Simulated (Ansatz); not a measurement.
`O=C=[N][SnH2][F]` + CH₃NH₂ → `C[NH][SnH2][F]` + `N=C=O`  (ligand exchange at the Sn–N bond)

Gas-phase electronic energies from Ansatz, PBE0-D4/def2-TZVP geometries. CBS: MP2 limit from def2 TZ/QZ plus the TZ coupled-cluster correction, frozen cores. This one scheme is used for every species. DFT in def2-TZVPP. HSE06 is defined as in plane-wave codes. Elements past krypton have def2 core potentials. For Sn outer-core shells are correlated without core-valence functions, which leaves a few kJ/mol of doubt a bond. Each species was taken in one conformer, which may not be the lowest.

Question: Is it downhill or uphill in electronic energy at CCSD(T)/CBS, and by how much? (Best estimate.)

Answer: Ansatz gave: Uphill: ΔE = +0.46 eV.

Question: What do these levels give: BLYP-D4, r2SCANh-D4, HSE06-D4, CAM-B3LYP-D4, r2SCANh, LC-ωPBE, MP2/def2-TZVPP, SCS-MP2/def2-TZVPP, CCSD/def2-TZVPP, CCSD(T)/def2-TZVPP, HF/def2-QZVPP, HF/CBS(def2)? (Best estimate.)

Answer: Ansatz gave: BLYP-D4 0.39, r2SCANh-D4 0.46, HSE06-D4 0.45, CAM-B3LYP-D4 0.46, r2SCANh 0.46, LC-ωPBE 0.47, MP2/def2-TZVPP 0.47, SCS-MP2/def2-TZVPP 0.50, CCSD/def2-TZVPP 0.50, CCSD(T)/def2-TZVPP 0.48, HF/def2-QZVPP 0.68, HF/CBS(def2) 0.68 eV.

Largest T1 diagnostic among the species: 0.018.

From r2SCAN to r2SCAN0 (25 % exact exchange), in def2-TZVPP and without D4, ΔE moves by +0.05 eV. Leaving LDA and LC-ωPBE aside and taking each functional with its dispersion term where it has one, the values, not all of them listed here, spread over 0.15 eV, from PBE-D4 to BHLYP-D4. LDA lies −0.08 eV from PBE without D4. In def2-TZVPP, CCSD(T) changes the Hartree–Fock value by −0.20 eV (the triples alone add −0.03 eV) and MP2 by −0.20 eV.
